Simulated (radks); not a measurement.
The numbers below are computed, except where a source is named.
Q: Coulomb parameter of the 4d shell of the niobium ion Nb+ in the model configuration [Kr] 4d3 5p1, as a second difference U = [E(n + 0.5) + E(n - 0.5) - 2 E(n)] / (0.5)^2 with all orbitals relaxed. "Bare": the charge of the atom changes with n. "Screened": the 5p shell takes up the change at fixed total charge, which measures U(4d,4d) + U(5p,5p) - 2 U(4d,5p). Level of theory: scalar-relativistic Kohn-Sham, r2SCAN, spin-unpolarised, spherical densities, finite nucleus; meta-GGA in the generalised Kohn-Sham scheme; Fermi nuclear charge, rms radius 4.324 fm (a radial shooting solver on a logarithmic mesh with Libxc functionals). Estimate both.

A: U(bare) = 9.356 eV, U(screened by 5p) = 1.842 eV, against the Slater integral F0(4d,4d) = 12.989 eV with frozen orbitals.
